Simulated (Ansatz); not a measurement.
Born–Oppenheimer molecular dynamics of BF3 + H2S (7 atoms, charge 0, multiplicity 1). It starts from a relaxed structure.

The calculation used RKS PBE-D4/def2-SVP in Ansatz.

```
ensemble        : NVT, Nosé–Hoover chain
time step       : 4 fs
steps asked     : 40
set temperature : 300 K
thermostat      : time constant 100 fs, chain length 3
seed            : 17026
```

First frame:

```xyz
7
Properties=species:S:1:pos:R:3
S 0.491 0.457 -1.460
H 0.553 -0.872 -1.751
H -0.829 0.510 -1.791
F 1.105 -0.659 1.396
B -0.036 -0.007 1.174
F -0.139 1.277 1.513
F -1.145 -0.706 0.920
```

Question: How far do the bonds stretch over the last three quarters of this one trajectory? (Pairs bonded in most of those frames.)

Answer: 
| bond | mean (Å) | spread (Å) | shortest | longest |
| --- | --- | --- | --- | --- |
| S1–H2 | 1.368 | 0.027 | 1.32 | 1.43 |
| S1–H3 | 1.371 | 0.047 | 1.28 | 1.52 |
| F4–B5 | 1.331 | 0.012 | 1.31 | 1.35 |
| B5–F6 | 1.335 | 0.007 | 1.32 | 1.35 |
| B5–F7 | 1.334 | 0.010 | 1.31 | 1.36 |

Mean temperature of the second half: 233 K. The conserved energy wandered by up to 38.8 meV per atom (net 15.7 meV per atom), which is poor conservation. The mean temperature of the second half is 22 % below the set value. A step of 4 fs is long for free X–H stretches (periods near 10 fs) and can bias their spread and the temperature. A run of 0.16 ps of so small a system gives no equilibrium averages.

The run took 59 s on 1 thread of AMD EPYC 7B13 (Zen 3), with other jobs on the host, peak memory 0.14 GiB.
